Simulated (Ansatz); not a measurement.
Geometry optimisation, RKS PBE/def2-SVP (Ansatz 0.2.0).

The input (input.yaml):

```yaml
crystal:
  periodic: [false, false, false]
  atoms:
    - { symbol: W, position_ang: [0.0, 0.0, 0.0] }
    - { symbol: O, position_ang: [0.0, 0.0, 2.29] }
    - { symbol: H, position_ang: [-0.9095, -0.2814, 2.6271] }
    - { symbol: H, position_ang: [1.72, 0.0, 0.0] }
    - { symbol: H, position_ang: [0.0, 1.72, 0.0] }
    - { symbol: H, position_ang: [-1.72, 0.0, 0.0] }
    - { symbol: F, position_ang: [0.0, -1.85, 0.0] }
    - { symbol: H, position_ang: [0.0, 0.0, -1.72] }
    - { symbol: F, position_ang: [1.4082, -1.4764, 0.6779] }
    - { symbol: H, position_ang: [0.9214, -0.966, 1.8084] }
basis:
  gaussian: { orbitals: def2-SVP }
hamiltonian:
  xc: pbe
relax:
  f_tol: 0.15
  max_steps: 25
  restrain:
    - { distance: [0, 8], at: 3.05, k: 30.0 }
    - { distance: [9, 1], at: 2.21, k: 30.0 }
    - { distance: [0, 1], at: 1.94, k: 30.0 }
    - { distance: [9, 8], at: 0.92, k: 30.0 }
```

Launched with:

```bash
$ ansatz run input.yaml --threads 2 --pin off --max-ram 3072MiB --backend cpu --events-out ev --progress --plain --runs-dir out
```

**Question.** Where does it end, and by what steps?

**Answer.** It converged. The restraints hold the end off the free minimum; the threshold counts their pulls, which the force column leaves out. Restrained pairs: W1–F9 (2.15 → 3.04 Å), O2–H10 (1.42 → 2.20 Å), W1–O2 (2.29 → 1.93 Å), F9–H10 (1.33 → 0.94 Å). After 15 steps the energy has fallen by 9.433 eV (the restraints' own energy left out); F9 moved furthest, 1.30 Å. The start is strongly strained (largest force component 12 eV/Å), so its close contacts needn't be bonds.

```tsv
step	energy less start (eV)	largest force component (eV/Å)	accepted
0	0.0000	12.065	yes
1	-2.2682	5.827	yes
2	-4.0835	4.690	yes
3	-5.2360	3.676	yes
4	-6.5008	2.090	yes
5	-7.3314	0.991	yes
6	-7.9519	0.681	yes
7	-8.3919	1.184	yes
8	-8.6903	0.912	yes
9	-8.9360	1.151	yes
10	-9.0490	2.036	yes
11	-9.3065	1.091	yes
12	-9.3775	1.149	yes
13	-9.4042	0.347	yes
14	-9.4053	0.604	yes
15	-9.4330	0.577	yes
```

```xyz
10
Properties=species:S:1:pos:R:3
W 0.025 -0.367 0.050
O -0.154 -0.154 1.957
H -0.616 0.570 2.419
H 1.304 0.596 -0.526
H -0.322 1.289 0.160
H -1.548 0.162 -0.122
F -0.346 -1.886 -1.038
H -0.410 0.434 -1.355
F 1.949 -2.002 1.734
H 1.537 -1.495 2.405
```

The run took 40 s on 2 threads of Arm Neoverse V1 (shared host), peak memory 0.14 GiB.
